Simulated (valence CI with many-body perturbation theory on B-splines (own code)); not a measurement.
## Forbidden lines of Au46+

Computed by relativistic CI+MBPT: five valence electrons over a frozen Dirac-Fock core [Ar] 3d10, radial functions for each j: 9 s, 9 p, 8 d, 6 f, 3 g, 1 h, with the one-electron correlation potential Σ1, the two-electron term Σ2, the three-electron term Σ3, Breit, model QED; selected CI, second order for the rest (own B-spline code, finite nucleus).

No measured spectrum was set against this ion. As an estimate, large intervals hold to a few tenths of a per cent, small ones and those within an open d or f shell to about a per cent. Among the levels kept, up to 360 cm⁻¹ of a level comes from second order outside the variational space, and about a tenth of that is noise between levels of different J, which matters for small intervals.

Lines 1 to 20 of 20 in falling wavelength, among levels below 3805.1 × 10³ cm⁻¹, chosen from the decays that carry over 1 % of a level's rate. Wavelengths and rates use the calculated energies. Electric multipoles are in the length gauge, E1 and E2 with the static RPA response of the core. S is in atomic units (e²a₀⁴ for E2 and M2, e²a₀⁶ for E3), for M1 in squared Bohr magnetons. Weak lines are less certain than strong ones. Lines between different terms over intervals too small for the method are left out, as are lines whose strength nearly cancels. The highest levels of a list are the least certain.

Levels are named by their leading jj configuration (3d3/2^4 stands for four electrons in 3d with j = 3/2), which in mixed levels can hold well under half, so a name can repeat and another be missing. Letters in brackets count levels of one name in rising energy.

| λ vac (nm) | Upper | Lower | Type | A (s⁻¹) | S (a.u.) |
| --- | --- | --- | --- | --- | --- |
| 42.42 | (4s^2 4p1/2 4p3/2 4d5/2) J=9/2 | (4s^2 4p1/2 4p3/2 4d3/2) J=7/2 | M1 | 1.49e+05 | 4.22e+00 |
| 13.18 | (4s^2 4p1/2 4p3/2 4d5/2) J=9/2 | (4s 4p1/2^2 4p3/2^2) J=5/2 | E2 | 6.76e+03 | 2.40e-03 |
| 10.60 | (4s^2 4p3/2^2 4d5/2) J=9/2 | (4s^2 4p1/2 4p3/2 4d5/2) J=7/2 [b] | M1 | 5.82e+06 | 2.57e+00 |
| 10.22 | (4s^2 4p1/2 4p3/2 4d5/2) J=7/2 [a] | (4s^2 4p1/2^2 4d5/2) J=5/2 | M1 | 1.14e+07 | 3.59e+00 |
| 9.682 | (4s^2 4p1/2 4p3/2 4d5/2) J=9/2 | (4s^2 4p1/2^2 4d5/2) J=5/2 | E2 | 4.03e+05 | 3.06e-02 |
| 9.636 | (4s^2 4p1/2 4p3/2^2) J=3/2 | (4s^2 4p1/2^2 4p3/2) J=3/2 | M1 | 2.08e+07 | 2.76e+00 |
| 9.636 | (4s^2 4p1/2 4p3/2^2) J=3/2 | (4s^2 4p1/2^2 4p3/2) J=3/2 | E2 | 2.47e+05 | 7.32e-03 |
| 9.555 | (4s^2 4p3/2^3) J=3/2 | (4s^2 4p1/2 4p3/2^2) J=1/2 | M1 | 5.23e+06 | 6.77e-01 |
| 9.413 | (4s^2 4p3/2^2 4d5/2) J=9/2 | (4s^2 4p1/2 4p3/2 4d5/2) J=9/2 | M1 | 9.09e+06 | 2.81e+00 |
| 9.413 | (4s^2 4p3/2^2 4d5/2) J=9/2 | (4s^2 4p1/2 4p3/2 4d5/2) J=9/2 | E2 | 5.22e+05 | 3.45e-02 |
| 9.208 | (4s^2 4p1/2 4p3/2^2) J=5/2 | (4s^2 4p1/2^2 4p3/2) J=3/2 | M1 | 3.61e+06 | 6.27e-01 |
| 9.208 | (4s^2 4p1/2 4p3/2^2) J=5/2 | (4s^2 4p1/2^2 4p3/2) J=3/2 | E2 | 9.84e+05 | 3.49e-02 |
| 9.028 | (4s^2 4p3/2^3) J=3/2 | (4s^2 4p1/2 4p3/2^2) J=5/2 | M1 | 6.07e+06 | 6.62e-01 |
| 9.028 | (4s^2 4p3/2^3) J=3/2 | (4s^2 4p1/2 4p3/2^2) J=5/2 | E2 | 1.76e+06 | 3.78e-02 |
| 8.956 | (4s^2 4p3/2^2 4d5/2) J=9/2 | (4s^2 4p1/2 4p3/2 4d5/2) J=7/2 [a] | M1 | 7.34e+06 | 1.96e+00 |
| 8.956 | (4s^2 4p3/2^2 4d5/2) J=9/2 | (4s^2 4p1/2 4p3/2 4d5/2) J=7/2 [a] | E2 | 4.77e+05 | 2.46e-02 |
| 8.718 | (4s^2 4p1/2 4p3/2^2) J=1/2 | (4s^2 4p1/2^2 4p3/2) J=3/2 | M1 | 1.26e+07 | 6.18e-01 |
| 8.718 | (4s^2 4p1/2 4p3/2^2) J=1/2 | (4s^2 4p1/2^2 4p3/2) J=3/2 | E2 | 9.06e+05 | 8.15e-03 |
| 8.651 | (4s^2 4p3/2^3) J=3/2 | (4s^2 4p1/2 4p3/2^2) J=3/2 | M1 | 2.53e+07 | 2.43e+00 |
| 6.185 | (4s^2 4p1/2 4p3/2 4d5/2) J=9/2 | (4s^2 4p1/2 4p3/2^2) J=5/2 | M2 | 1.09e+04 | 8.81e-05 |
